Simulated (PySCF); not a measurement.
Simulated absorption spectrum

Compound: C2H9BO.
Atom-mapped SMILES: `[BH3-:1][O+:2]([CH3:3])[CH3:4]` (hydrogens: H5, H6, H7 on B1; H8, H9, H10 on C3; H11, H12, H13 on C4)

Method used: PySCF 2.14.0, density-fitted response routines, TDDFT CAM-B3LYP/def2-SVPD, vertical, gas phase, core orbitals frozen in the response. Isolated species at its PBE0-D3(BJ)/def2-SVP geometry, gas phase.

Computed states:

```json
{"state": "S1", "E (eV)": "7.51", "f": "0.047"}
{"state": "S2", "E (eV)": "7.82", "f": "0.031"}
{"state": "S3", "E (eV)": "8.01", "f": "0.028"}
{"state": "S4", "E (eV)": "8.30", "f": "0.028"}
{"state": "S5", "E (eV)": "8.62", "f": "0.022"}
{"state": "S6", "E (eV)": "8.68", "f": "0.0076"}
{"state": "S7", "E (eV)": "8.85", "f": "0.0069"}
{"state": "S8", "E (eV)": "8.98", "f": "0.024"}
{"state": "S9", "E (eV)": "9.08", "f": "0.010"}
{"state": "S10", "E (eV)": "9.21", "f": "0.044"}
```

Broadening: Gaussians 0.3 eV wide at half height, area fixed by f = 4.319×10⁻⁹ ∫ε dν̃. The width is an assumption, not a result. The curve ends short of the highest state used, and states not computed would add to its high-energy end.

Task: Give the broadened spectrum and its maxima.

Result: 
(E (eV), ε (L mol⁻¹ cm⁻¹)): (7.06, 8), (7.10, 24), (7.13, 49), (7.17, 120), (7.20, 218), (7.24, 446), (7.28, 827), (7.31, 1231), (7.35, 1920), (7.38, 2514), (7.42, 3309), (7.46, 3962), (7.49, 4273), (7.53, 4394), (7.56, 4284), (7.60, 3970), (7.64, 3631), (7.67, 3456), (7.71, 3395), (7.75, 3519), (7.78, 3685), (7.82, 3917), (7.85, 4050), (7.89, 4128), (7.93, 4073), (7.96, 3948), (8.00, 3687), (8.03, 3445), (8.07, 3110), (8.11, 2834), (8.14, 2703), (8.18, 2647), (8.21, 2675), (8.25, 2739), (8.29, 2750), (8.32, 2688), (8.36, 2517), (8.39, 2359), (8.43, 2188), (8.47, 2142), (8.50, 2211), (8.54, 2414), (8.57, 2601), (8.61, 2813)

Maxima: 165 nm (7.52 eV), ε about 4400, made up of S1 (95%); 157 nm (7.89 eV), ε about 4100, made up of S2 (57%) and S3 (42%); 150 nm (8.28 eV), ε about 2800, made up of S4 (88%) (hardly more than a shoulder) (ε in L mol⁻¹ cm⁻¹; maxima over ε = 5, shares over 10%). At its high-energy end, 8.61 eV, the curve is still rising (ε about 2800, from S5 and S6).

Task: Coming from long wavelengths, where does ε first pass 100 L mol⁻¹ cm⁻¹?

Result: At about 173 nm (7.16 eV), 0.35 eV below S1.

Task: What would ε be at 7.52 eV, the highest of these maxima, with half the width (0.15 eV)?

Result: About 8330 L mol⁻¹ cm⁻¹ against 4400, a factor of about 1.9; a lone state at its own centre would give exactly 2.

All these states lie below the vertical ionisation energy of 10.37 eV (ΔSCF).
